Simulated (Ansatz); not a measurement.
Reaction (ligand exchange at a Mg–N bond): `C[N](C)[Mg][SH]` + silanol → `[SiH3][O][Mg][SH]` + dimethylamine

Isolated molecules relaxed with PBE0-D4/def2-TZVP in Ansatz; ΔE leaves out vibrations. CBS: MP2 limit from def2 TZ/QZ plus the TZ coupled-cluster correction, frozen cores. Functionals use def2-TZVPP. For Mg outer-core shells are correlated without core-valence functions, which leaves a few kJ/mol of doubt a bond. One conformer a species, not always the lowest.

`C[N](C)[Mg][SH]`:

Cartesian coordinates in Å:
```
C 1.103 -0.211 -1.088
N 0.188 -0.120 0.019
C 0.187 -1.342 0.780
Mg -0.868 1.395 0.419
S -2.120 3.243 0.924
H 0.844 -1.030 -1.780
H 2.140 -0.396 -0.759
H 1.117 0.713 -1.678
H -0.115 -2.213 0.173
H -0.505 -1.290 1.628
H 1.183 -1.579 1.193
H -3.153 2.831 0.168
```

`O[SiH3]`:

Z-matrix (Å, degrees):
```
Si
O 1 1.648
H 1 1.489 2 111.7
H 1 1.489 2 111.7 3 120.9
H 1 1.481 2 105.9 3 -119.6
H 2 0.957 1 117.9 3 -60.5
```

`[SiH3][O][Mg][SH]`:

```xyz
8

Si   -0.562   -1.015   -1.453
O    -0.014   -0.046   -0.286
Mg    0.592    1.022    1.011
S     1.377    2.406    2.642
H    -0.010   -2.395   -1.317
H    -2.050   -1.120   -1.416
H    -0.178   -0.507   -2.803
H     0.845    1.654    3.622
```

`CNC`:

Z-matrix (Å, degrees):
```
C
N 1 1.445
H 1 1.094 2 109.4
H 1 1.092 2 110.0 3 117.9
H 1 1.104 2 114.0 3 -120.2
C 2 1.445 1 112.8 3 65.3
H 2 1.011 1 109.8 3 -171.9
H 6 1.104 2 114.0 1 54.9
H 6 1.094 2 109.4 1 -65.3
H 6 1.092 2 110.0 1 176.8
```

**Question.** Is it downhill or uphill in electronic energy at CCSD(T)/CBS, and by how much? (An estimate is asked.)

**Answer.** Ansatz gave: Downhill: ΔE = -112.0 kJ/mol.

**Question.** What do these levels give: LDA (SPW92), r2SCAN-D4, PBE0-D4, ωB97X-V, PBE0, BHLYP, CAM-B3LYP, MP2/def2-SVP, HF/def2-TZVPP, HF/def2-QZVPP, HF/CBS(def2), CCSD/CBS(def2)? (Estimate.)

**Answer.** Ansatz gave: LDA (SPW92) -97.7, r2SCAN-D4 -110.8, PBE0-D4 -107.1, ωB97X-V -112.2, PBE0 -108.5, BHLYP -119.2, CAM-B3LYP -115.1, MP2/def2-SVP -117.1, HF/def2-TZVPP -128.4, HF/def2-QZVPP -130.5, HF/CBS(def2) -130.9, CCSD/CBS(def2) -115.4 kJ/mol.

Largest T1 diagnostic among the species: 0.011.

From BLYP to BHLYP (50 % exact exchange), in def2-TZVPP and without D4, ΔE moves by −10.7 kJ/mol. In def2-TZVPP, CCSD(T) changes the Hartree–Fock value by +19.8 kJ/mol (the triples alone add +3.4 kJ/mol) and MP2 by +20.5 kJ/mol.
